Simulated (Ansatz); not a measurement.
Ansatz (a quantum-chemistry and plane-wave program) input (B3LYP-D3(BJ)/def2-TZVP):

Ansatz 0.2 input:
```yaml
crystal:
  periodic: [false, false, false]
  atoms:
    - {symbol: C, position_ang: [0.88459950, 0.05958505, -0.17918191]}
    - {symbol: C, position_ang: [-0.57282034, 0.04314816, -0.07227293]}
    - {symbol: Cl, position_ang: [-1.23792150, 1.67664130, -0.14408801]}
    - {symbol: Cl, position_ang: [-1.29422785, -0.95384771, -1.33857694]}
    - {symbol: Cl, position_ang: [-1.10452043, -0.68221289, 1.54858550]}
    - {symbol: Cl, position_ang: [1.75120657, 1.25691884, 0.65067494]}
    - {symbol: Cl, position_ang: [1.69257978, -1.38717614, -0.53739351]}
basis:
  gaussian:
    orbitals: def2-TZVP
hamiltonian:
  xc: b3lyp
  dispersion: d3bj
magnetization: {spin_polarized: true, initial_magnetization: 1}
relax: {f_tol: 0.002, max_steps: 150}
```

End of the output:

```
1675 factors; their error is unknown
mean field: 3.30 GiB planned
mean field -64689.53845655 eV, -2377.2966901343 hartree, gradient 8.1e-5 eV, S^2 0.755069; 0 other end points of the search recorded, 0 dependent functions left out
the calculation of the forces begins
reference -64689.53875403 eV, -2377.2967010662 hartree; 49, 48 occupied and 198, 199 virtual orbitals, 1675 factors
relax step   6: F+E_penalty+E_count = -64690.21690343 eV  Δ(F+E_penalty+E_count) = -4.634e-6 eV  max|allowed force component| = 7.362e-3 eV/Å  Δτ_max = 0.0009 Å  (26 SCF iters, accepted)
these checks for a lower state are left out or cut short: starts, cluster_reference, orbital_swaps, neighbouring_geometries, increment
integrals: 0.29 GiB planned
1675 factors; their error is unknown
mean field: 3.30 GiB planned
mean field -64689.53845898 eV, -2377.2966902237 hartree, gradient 4.7e-5 eV, S^2 0.755071; 0 other end points of the search recorded, 0 dependent functions left out
the calculation of the forces begins
reference -64689.53875646 eV, -2377.2967011555 hartree; 49, 48 occupied and 198, 199 virtual orbitals, 1675 factors
relax step   7: F+E_penalty+E_count = -64690.21690512 eV  Δ(F+E_penalty+E_count) = -1.688e-6 eV  max|allowed force component| = 3.085e-4 eV/Å  Δτ_max = 0.0005 Å  (25 SCF iters, accepted)
integrals: 0.29 GiB planned
1675 factors; their error is unknown
mean field: 3.30 GiB planned
mean field evaluation 64: about -64689.3949 eV, gradient 2.4e-1 eV
mean field -64689.53845898 eV, -2377.2966902237 hartree, gradient 4.7e-5 eV, S^2 0.755071; 1 other end points of the search recorded, 0 dependent functions left out
the calculation of the forces begins
reference -64689.53875646 eV, -2377.2967011555 hartree; 49, 48 occupied and 198, 199 virtual orbitals, 1675 factors
Total energy: -64690.21720259 eV, -2377.3216335912 hartree
Atom 0 at     0.892450     0.056740    -0.173461 Å, force    -0.000079     0.000056    -0.000209 eV/Å
Atom 1 at    -0.597513     0.037221    -0.059035 Å, force     0.000309     0.000002    -0.000084 eV/Å
Atom 2 at    -1.261116     1.688754    -0.161528 Å, force    -0.000114     0.000136    -0.000033 eV/Å
Atom 3 at    -1.318244    -0.950814    -1.356271 Å, force    -0.000113    -0.000053    -0.000059 eV/Å
Atom 4 at    -1.081692    -0.679311     1.547171 Å, force    -0.000031    -0.000067     0.000197 eV/Å
Atom 5 at     1.771132     1.251111     0.663028 Å, force    -0.000007    -0.000123     0.000090 eV/Å
Atom 6 at     1.713878    -1.390644    -0.532156 Å, force     0.000036     0.000049     0.000098 eV/Å
Dipole moment:     0.156395     0.014215    -0.038823 e Å
```

It need not be the lowest isomer of its formula.
